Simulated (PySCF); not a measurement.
Basis and Hamiltonian dependence of the excitation energy of Mg

Mg [Ne] 3s2 (1S) → Mg [Ne] 3s1 3d1 (3D). All values are computed (PySCF 2.14, energy differences of UHF-based or UKS calculations, no spin-orbit coupling). Values in eV.

| basis | Hamiltonian | functions | UHF | PBE | PBE0 | MP2 (valence) | CCSD(T) (valence) | CCSD(T) (valence and next inner shell) |
| --- | --- | --- | --- | --- | --- | --- | --- | --- |
| aug-cc-pVDZ | non-relativistic | 27 | 6.158 | 6.216 | 6.328 | 6.719 | 6.988 | n/a |
| def2-TZVPPD | non-relativistic | 35 | 6.429 | 6.403 | 6.529 | 6.999 | 7.270 | 7.332 |
| x2c-TZVPPall with one added diffuse shell each of s, p, d type | spin-free X2C | 41 | 5.062 | 5.533 | 5.572 | 5.635 | 5.908 | 5.971 |
| aug-cc-pVTZ-DK | spin-free X2C | 50 | 5.686 | 5.868 | 5.955 | 6.232 | 6.415 | n/a |
| aug-cc-pVTZ | non-relativistic | 50 | 5.610 | 5.810 | 5.893 | 6.156 | 6.340 | n/a |
| def2-QZVPPD | non-relativistic | 63 | 5.827 | 5.949 | 6.047 | 6.385 | 6.595 | 6.684 |
| aug-cc-pVTZ with one added diffuse shell each of s, p, d, f type | non-relativistic | 66 | 5.037 | 5.498 | 5.539 | 5.626 | 5.837 | n/a |
| aug-cc-pCVTZ | non-relativistic | 75 | 5.669 | 5.842 | 5.931 | 6.217 | 6.400 | 6.477 |
| x2c-QZVPPall with one added diffuse shell each of s, p, d, f type | spin-free X2C | 82 | 5.037 | 5.514 | 5.555 | 5.646 | 5.887 | 5.974 |
| aug-cc-pCVTZ-DK with one added diffuse shell each of s, p, d, f type | spin-free X2C | 91 | 5.063 | 5.504 | 5.548 | 5.652 | 5.858 | 5.937 |
| dyall-av3z | non-relativistic | 117 | 6.320 | 6.337 | 6.455 | 6.851 | 7.005 | n/a |
| dyall-av3z | spin-free X2C | 117 | 6.332 | 6.351 | 6.469 | 6.863 | 7.017 | n/a |
| dyall-acv3z | non-relativistic | 122 | 6.320 | 6.337 | 6.455 | 6.851 | n/a | n/a |
| dyall-acv3z | spin-free X2C | 122 | 6.332 | 6.351 | 6.469 | 6.863 | n/a | n/a |

Frozen in the all-electron rows: valence: [Ne]; valence and next inner shell: 1s2.

At UHF, def2-TZVPPD, x2c-TZVPPall with one added diffuse shell each of s, p, d type, aug-cc-pVTZ-DK, aug-cc-pVTZ, aug-cc-pVTZ with one added diffuse shell each of s, p, d, f type, aug-cc-pCVTZ, x2c-QZVPPall with one added diffuse shell each of s, p, d, f type, aug-cc-pCVTZ-DK with one added diffuse shell each of s, p, d, f type, dyall-av3z, dyall-av3z, dyall-acv3z, dyall-acv3z lie more than 0.3 eV from the median of the rows with comparable relativity. Of these, def2-TZVPPD has no diffuse functions of the l that the added or promoted electron needs.

Reference for a calculation without spin-orbit coupling: 5.946 eV (measured, between term centres; NIST).
